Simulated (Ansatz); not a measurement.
`C[Si](N)(F)P`, relaxed with RKS PBE-D4/def2-SVP in Ansatz 0.2.0 from a rough embedded geometry. The force threshold is 0.03 eV/Å; the program also tests the step.

The species carries charge 0 and has multiplicity 1.

Start:

```xyz
12

C    -0.381    1.286   -0.639
Si    0.455   -0.147    0.042
N     0.541   -0.070    1.702
F     2.003   -0.293   -0.404
P    -0.612   -2.023   -0.431
H     0.201    2.244   -0.435
H    -1.371    1.423   -0.314
H    -0.355    1.234   -1.758
H     0.921   -0.943    2.087
H     1.261    0.614    2.002
H    -0.769   -1.764   -1.802
H    -1.893   -1.561   -0.049
```

Question: How much energy does the relaxation release, and in how many steps? (Estimate.)

Answer: The calculation gave: 0.57 eV, in 9 steps, 1 of them rejected.

Question: Which bonds change most? (Estimate.)

Answer: Ansatz gave: C1–Si2 from 1.793 to 1.874 Å; Si2–N3 from 1.664 to 1.726 Å; Si2–P5 from 2.209 to 2.271 Å; C1–H7 from 1.051 to 1.108 Å.

Question: Give the relaxed structure. (An estimate is asked.)

Answer: Computed: 
```xyz
12

C    -0.321    1.373   -0.630
Si    0.463   -0.207    0.003
N     0.658   -0.096    1.715
F     1.894   -0.377   -0.813
P    -0.641   -2.157   -0.367
H     0.308    2.250   -0.372
H    -1.326    1.523   -0.190
H    -0.420    1.345   -1.733
H     0.972   -0.912    2.247
H     0.986    0.772    2.146
H    -0.641   -1.976   -1.797
H    -1.933   -1.537   -0.210
```
